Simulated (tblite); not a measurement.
Species: C7H13OP.
Z-matrix (Å and degrees, GFN2-xTB geometry), rows numbered from 1:
```
C 
C   1  1.3214
P   2  1.8178  1  118.50
O   3  1.4668  2  114.00  1     0.13
C   3  1.8475  2  104.70  1  -124.05
C   5  1.5202  3  108.60  2  -176.97
C   3  1.8343  2  104.47  1   124.97
C   7  1.3237  3  121.63  2    57.52
C   7  1.4898  3  113.49  2  -121.77
H   1  1.0792  2  119.49  3     0.60
H   1  1.0786  2  123.28  3  -179.57
H   2  1.0799  1  122.83  3   178.85
H   5  1.0893  3  111.14  2   -53.97
H   5  1.0938  3  106.03  2    64.01
H   6  1.0892  5  110.37  3    66.25
H   6  1.0886  5  109.51  3   -52.97
H   6  1.0884  5  111.15  3  -173.14
H   8  1.0771  7  122.16  3     0.64
H   8  1.0788  7  121.67  3  -179.52
H   9  1.0899  7  109.43  3    58.37
H   9  1.0897  7  109.61  3   -58.38
H   9  1.0878  7  111.65  3   179.92
```

Method: GFN2-xTB as coded in tblite; computed harmonic values from a numerical Hessian at the method's own geometry, unscaled. The method is semi-empirical: single wavenumbers can be off by several per cent or more. One conformer, not necessarily the lowest.

Harmonic wavenumbers (cm⁻¹): 28.7, 65.4, 70.0, 89.5, 125.4, 152.9, 169.5, 210.3, 220.0, 264.9, 299.2, 340.1, 367.7, 401.4, 473.6, 548.0, 619.3, 674.4, 720.4, 732.7, 763.4, 895.9, 906.4, 946.2, 961.1, 976.7, 997.3, 999.0, 1012.0, 1031.8, 1072.5, 1199.7, 1212.9, 1228.1, 1244.3, 1268.9, 1378.8, 1386.8, 1402.6, 1409.2, 1433.8, 1450.3, 1469.8, 1490.5, 1495.9, 1661.1, 1698.6, 2943.8, 2986.3, 2999.3, 3016.6, 3017.9, 3022.7, 3028.2, 3030.7, 3062.4, 3079.3, 3085.2, 3109.0, 3113.0.

A = 1502, B = 1254, C = 994.6 MHz; mass 144.070 u (most abundant isotopes); point group C1, symmetry number 1.

Zero-point energy?

½Σν̃ = 39531 cm⁻¹ = 472.89 kJ/mol.

Give the ideal-gas entropy at 500 K and 1 bar in the rigid-rotor, harmonic-oscillator model (classical rotation).

Translation 181.59, rotation 130.00, vibration 272.55: S = 584.1 J/(mol K).

And Cp and H(500 K) − H(0)?

Cp = 275.68 J/(mol K), of which vibrations give 242.43 (their classical limit is 60 R = 498.9); H(500 K) − H(0) = 82.88 kJ/mol without the zero-point energy, 66.25 from vibrations.

How do the functions run with temperature in this model?

```csv
T (K),S (J/(mol K)),Cp (J/(mol K)),H − H(0) (kJ/mol),G − H(0) (kJ/mol),ln q(vib)
50,257.8,66.7,2.38,-10.51,1.02
100,314.3,98.5,6.55,-24.88,2.89
298.15,464.4,191.1,35.38,-103.07,10.17
373.15,511.0,225.2,51.00,-139.67,12.71
750,710.6,347.6,161.44,-371.49,24.48
1000,817.6,395.8,254.74,-562.87,31.45
```

q(vib) and H(0) count from the zero-point level.

Which modes carry the vibrational entropy at 500 K?

28.7 cm⁻¹: 29.05; 65.4 cm⁻¹: 22.21; 70.0 cm⁻¹: 21.65; 89.5 cm⁻¹: 19.62; 125.4 cm⁻¹: 16.83; 152.9 cm⁻¹: 15.21 J/(mol K); the other 54 give 147.98 together.

Blend soft modes into free rotors: weight 1/[1 + (100 cm⁻¹/ν̃)⁴] for the oscillator and the rest for a rotor with moment μB/(μ + B), μ = h/(8π²ν), B = 10⁻⁴⁴ kg m². What vibrational entropy results?

247.58 J/(mol K) in place of 272.55, which changes −T·S at 500 K by +12.48 kJ/mol.

Hindered rotation and anharmonicity are outside this model. Other conformers, if any are populated, would add a mixing term that is left out. The structure is chiral; the term R ln 2 for an equal mix with its mirror image is left out.

Hardware: one thread, Intel Xeon at 2.50 GHz (x86_64), no GPU, shared host. Cost: 3.6 s wall, 3.0 s CPU. The figure is for the frequency step alone.
